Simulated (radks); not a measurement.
The hydrogen anion H- inside a hard spherical wall (all orbitals vanish at R), configuration held at [He] and not refilled when levels cross. Calculated with a radial shooting solver on a logarithmic mesh with Libxc functionals: non-relativistic Kohn-Sham, r2SCAN, spin-polarised, spherical densities, point nucleus; meta-GGA in the generalised Kohn-Sham scheme. Eigenvalues in eV for spin up, with the zero of energy where the potential of the charges vanishes at infinity; a dash marks a level that is unbound or too diffuse for the functional's potential to be trusted. A positive occupied level is held by the wall or, in an anion where self-interaction has pushed it up, behind a barrier. The pressure on the wall is -dE/dV.

R (bohr)  E (hartree)  kinetic (hartree)   e(1s)  e(2s, empty)  e(2p, empty)  pressure (GPa)
20           -0.52712              0.507   1.360         2.421         2.619        0.000314
10           -0.52355              0.517   1.882         5.805         5.717          0.0381
8            -0.51744              0.536   2.374         8.222         7.510           0.194
5            -0.46028              0.688   5.038        19.535        14.784            4.75
3.5          -0.29073              1.041  10.204        40.279        26.954            42.6
3            -0.13999              1.312  13.989        55.357        35.512             104
2             0.72717              2.646  32.173        127.70        75.447             997
